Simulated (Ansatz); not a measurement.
The input (input.yaml):

```yaml
crystal:
  periodic: [false, false, false]
  atoms:
    - { symbol: Ga, position_ang: [-0.383868, 0.0, 0.500205] }
    - { symbol: H, position_ang: [1.053472, 0.0, 1.373452] }
    - { symbol: Cl, position_ang: [2.27567, 0.0, 0.245966] }
    - { symbol: H, position_ang: [-0.987574, 0.0, -0.989423] }
basis:
  gaussian: { orbitals: def2-SVPD }
hamiltonian:
  xc: pbe
  dispersion: d4
md:
  timestep: 0.5
  n_steps: 200
  ensemble: nve
  temperature: 300.0
  initial_velocities: maxwell_boltzmann
  seed: 9060
```

Run as:

```bash
$ ansatz run input.yaml --threads 2 --pin off --max-ram 3072MiB --backend cpu --events-out ev --progress --plain --runs-dir out
```

Hardware: 2 threads of Intel(R) Xeon(R) Platinum 8259CL CPU @ 2.50GHz (Skylake/Cascade Lake) (shared host).

Task: Roughly how long does this run take, and how much memory?

Result: 5 min, with a peak of 0.17 GiB, for 201 ionic steps.
